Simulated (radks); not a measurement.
Results of a calculation; reference values are marked as such.
Initial-state core-level shifts of the manganese ion Mn3+ when its valence configuration changes from [Ar] 3d4. Level of theory: non-relativistic Kohn-Sham, TPSS, spin-polarised, spherical densities, point nucleus; open shells are filled with parallel spins first; meta-GGA in the generalised Kohn-Sham scheme (a radial shooting solver on a logarithmic mesh with Libxc functionals). Shifts are changes of the shell-averaged eigenvalues in eV (positive: less bound); the change of the density at the nucleus, which sets a Mossbauer isomer shift, is in e/bohr^3, on a base of 1.057e+04.

[
 {"valence": "3d3 4s1", "1s": "-9.371", "2s": "-10.628", "3s": "-8.410", "3p": "-8.140", "density at nucleus": "+12.079"},
 {"valence": "3d2 4s2", "1s": "-19.810", "2s": "-22.432", "3s": "-17.403", "3p": "-16.861", "density at nucleus": "+25.672"},
 {"valence": "3d3 4p1", "1s": "-10.438", "2s": "-11.679", "3s": "-9.488", "3p": "-9.206", "density at nucleus": "+2.747"},
 {"valence": "3d1 4s2 4p1", "1s": "-32.000", "2s": "-36.187", "3s": "-27.536", "3p": "-26.717", "density at nucleus": "+31.694"},
 {"valence": "3d3.5 4p0.5", "1s": "-5.116", "2s": "-5.711", "3s": "-4.700", "3p": "-4.562", "density at nucleus": "+1.295"},
 {"valence": "3d2 4p2", "1s": "-21.619", "2s": "-24.282", "3s": "-19.209", "3p": "-18.642", "density at nucleus": "+6.078"},
 {"valence": "3d2.5 4s1 4p0.5", "1s": "-14.894", "2s": "-16.833", "3s": "-13.279", "3p": "-12.866", "density at nucleus": "+14.029"}
]
